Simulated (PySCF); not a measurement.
# A ladder of Hamiltonians for Os⁵⁸⁺ (osmium, charge +58)

Occupied: 1s1/2, 2s1/2, 2p1/2, 2p3/2, 3s1/2, 3p1/2, 3p3/2. Hartree-Fock calculated with PySCF 2.14 in an uncontracted even-tempered set (16 s from 7.7 bohr⁻², ratio 2.7; 14 p from 9.3 bohr⁻², ratio 2.7), Gaussian nucleus throughout. NR is non-relativistic, sf-X2C the spin-free one-electron X2C Hamiltonian, X2C adds the bare one-electron spin-orbit term, X2C-SNSO screens it by Boettger's factors, DC is four-component Dirac-Coulomb, and the Gaunt and Breit terms are added at first order (total energies over the DC spinors, levels after relaxing the spinors in that mean field). QED terms are absent. Levels marked empty are virtual spinors of this ion; the basis has s and p functions only, so 3d, which can lie below the n = 4 levels, is absent.

| Hamiltonian | E (hartree) | E − E(DC) (hartree) | CPU seconds |
| --- | --- | --- | --- |
| NR | -12805.8652 | 949.7659 | 0.27 |
| sf-X2C | -13726.9236 | 28.7076 | 0.21 |
| X2C | -13750.2831 | 5.3481 | 0.21 |
| X2C-SNSO | -13748.9701 | 6.6611 | 0.21 |
| DC | -13755.6312 | 0.0000 | 8.7 |
| DC+Gaunt | -13737.3467 | 18.2844 | 14 |
| DC+Breit | -13739.1160 | 16.5152 | 41 |

Task: Give the 4p spin-orbit interval with each Hamiltonian that has one.

Result: X2C 151.0; X2C-SNSO 146.6; DC 146.7; DC+Gaunt 145.2; DC+Breit 145.2 (eV).

```tsv
level (eV)	NR	sf-X2C	X2C	X2C-SNSO	DC	DC+Gaunt	DC+Breit
1s1/2	-72233.4	-78622.4	-78598.1	-78599.4	-78697.4	-78422.3	-78442.9
2s1/2	-15503.0	-17293.1	-17285.9	-17286.3	-17300.3	-17269.2	-17271.6
2p1/2	-15068.2	-15625.9	-16778.8	-16742.5	-16751.1	-16700.7	-16705.5
2p3/2	-15068.2	-15625.9	-15168.4	-15179.8	-15190.5	-15156.8	-15161.6
3s1/2	-6202.4	-6742.5	-6740.3	-6740.4	-6743.9	-6736.4	-6737.2
3p1/2	-6018.8	-6233.8	-6529.1	-6519.9	-6522.2	-6509.7	-6511.2
3p3/2	-6018.8	-6233.8	-6114.3	-6117.3	-6119.7	-6111.3	-6112.8
4s1/2 (empty)	-3210.8	-3415.8	-3415.2	-3415.3	-3416.4	-3413.6	-3414.0
4p1/2 (empty)	-3139.1	-3231.6	-3339.3	-3336.0	-3336.8	-3332.2	-3332.8
4p3/2 (empty)	-3139.1	-3231.6	-3188.3	-3189.3	-3190.1	-3187.0	-3187.7
```

Weight of the small component: 1s1/2 0.0826, 2s1/2 0.0192, 2p1/2 0.0191, 2p3/2 0.0173, 3s1/2 0.00725, 3p1/2 0.00715, 3p3/2 0.00665, 4s1/2 0.00335, 4p1/2 0.00341, 4p3/2 0.00318.

Koopmans' value for the highest occupied level at DC+Breit: 6112.8 eV, against an ionisation energy of 6115 ± 6 eV (theoretical estimate listed by NIST; NIST Atomic Spectra Database, ionization energies); the former lacks relaxation, correlation, QED and recoil.

The whole ladder took 67 s of wall time on 1 thread of Neoverse-V2 (shared host), launched as `OMP_NUM_THREADS=1 python relrun2.py TASK.json OUT` (a driver that calls PySCF for each Hamiltonian).
